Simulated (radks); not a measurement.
Results of a calculation; reference values are marked as such.
Neutral iodine inside a hard spherical wall (all orbitals vanish at R), configuration held at [Kr] 4d10 5s2 5p5 and not refilled when levels cross. Level of theory: scalar-relativistic Kohn-Sham, LDA (Slater exchange, VWN5 correlation), spin-unpolarised, spherical densities, finite nucleus; Fermi nuclear charge, rms radius 4.75 fm (a radial shooting solver on a logarithmic mesh with Libxc functionals). Eigenvalues in eV, with the zero of energy where the potential of the charges vanishes at infinity; a dash marks a level that is unbound or too diffuse for the functional's potential to be trusted. A positive occupied level is held by the wall or, in an anion where self-interaction has pushed it up, behind a barrier. The pressure on the wall is -dE/dV.

| R (bohr) | E (hartree) | kinetic (hartree) | e(4p) | e(4d) | e(5s) | e(5p) | e(6s, empty) | e(5d, empty) | pressure (GPa) |
|---|---|---|---|---|---|---|---|---|---|
| free | -7110.40107 | 7461.018 | -127.34 | -50.338 | -17.653 | -7.240 | -0.505 | - | 0 |
| 12 | -7110.40107 | 7461.018 | -127.34 | -50.338 | -17.652 | -7.240 | -0.317 | 1.450 | < 0.0001 |
| 10 | -7110.40100 | 7461.019 | -127.34 | -50.331 | -17.647 | -7.234 | -0.015 | 1.809 | 0.00247 |
| 8 | -7110.39974 | 7461.032 | -127.26 | -50.255 | -17.583 | -7.173 | 0.948 | 2.556 | 0.0707 |
| 7 | -7110.39539 | 7461.069 | -127.07 | -50.068 | -17.431 | -7.021 | 2.179 | 3.320 | 0.392 |
| 6 | -7110.37684 | 7461.203 | -126.50 | -49.509 | -16.989 | -6.557 | 4.792 | 4.758 | 2.29 |
| 4 | -7109.91376 | 7463.605 | -120.36 | -43.522 | -12.160 | -0.845 | 26.828 | 15.481 | 112 |
| 3.5 | -7109.31293 | 7466.218 | -115.74 | -39.075 | -8.022 | 4.300 | 44.161 | 23.668 | 342 |
| 2.5 | -7104.02017 | 7486.002 | -94.559 | -18.841 | 18.346 | 36.640 | 139.39 | 69.191 | 4660 |
| 1.5 | -7045.43040 | 7673.102 | 0.472 | 81.788 | 233.90 | 275.32 | 672.47 | 336.72 | 191000 |
